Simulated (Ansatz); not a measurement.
Ideal-gas functions of CH3AlFNS (`F[C]1(S)[NH][AlH]1`) at 600 K and 1 bar, from an Ansatz frequency run at PBE0-D4/def2-TZVP.

Molar mass 107.09 g/mol, point group C1 (symmetry number 1), electronic degeneracy 1, moments of inertia 96.409, 214.066, 258.216 u Å². Harmonic wavenumbers (cm⁻¹, unscaled): 142, 219, 297, 343, 392, 429, 488, 533, 593, 763, 824, 897, 971, 1129, 1206, 1989, 2711, 3567.

Use S(trans) = R[1.5 ln M + 2.5 ln T − 1.1517]; rotational temperatures θ = 24.2544 K / I; S(rot) = R[ln(√π/σ · √(T³/θAθBθC)) + 1.5]; for each mode x = 1.438777 ν̃/T, S = R[x/(eˣ − 1) − ln(1 − e⁻ˣ)] and H = RT x/(eˣ − 1); 1 cm⁻¹ = 0.0119627 kJ/mol; R = 8.31446 J/(mol·K).

Problem. By hand: the entropy, in J/(mol·K).

Solution. Translation 181.7. Rotation: θ = 0.2516, 0.1133, 0.0939 K, giving 121.6. Vibration, mode by mode: 17.31, 13.76, 11.31, 10.17, 9.13, 8.44, 7.47, 6.82, 6.05, 4.36, 3.88, 3.38, 2.94, 2.18, 1.89, 0.41, 0.09, 0.02, in all 109.6. Electronic 0.0. Sum 412.9 J/(mol·K).

Problem. By hand: H − E and G − E in kJ/mol, counted from the electronic energy.

Solution. Zero-point energy ½ × 17493 × 0.0119627 = 104.6; thermal vibration 35.9; translation, rotation and pV give 4 RT = 20.0. H − E = 160.5 kJ/mol, and G − E = 160.5 − 600 × 412.9/1000 = -87.2 kJ/mol.

Vibration gives 27 % of the entropy, 17.3 J/(mol·K) of it from the mode under 150 cm⁻¹: soft modes count most, and the harmonic formula is weakest for them. The sum counts one conformer and one mirror image; others add a mixing term.
